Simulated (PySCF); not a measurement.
A run for PySCF: R-B3LYP/6-31G* on HCl (SMILES Cl).

```python
from pyscf import gto, scf, dft, mp
from pyscf.data.elements import chemcore

mol = gto.M(
    atom='''
    Cl    0.01282134   -0.03239786    0.03733617
    H    -0.19402294    0.39193643   -1.15764732
    ''',
    basis='6-31g*',
    cart=True,
    charge=0, spin=0, verbose=3, max_memory=1800)
mf = dft.RKS(mol, xc='b3lyp')
mf.conv_tol = 1e-8
mf.max_cycle = 100
mf.kernel()
if not mf.converged:
    mf = mf.newton().run(mf.mo_coeff, mf.mo_occ)
```

Q: Predict the final total energy.

A: -460.7957 hartree.
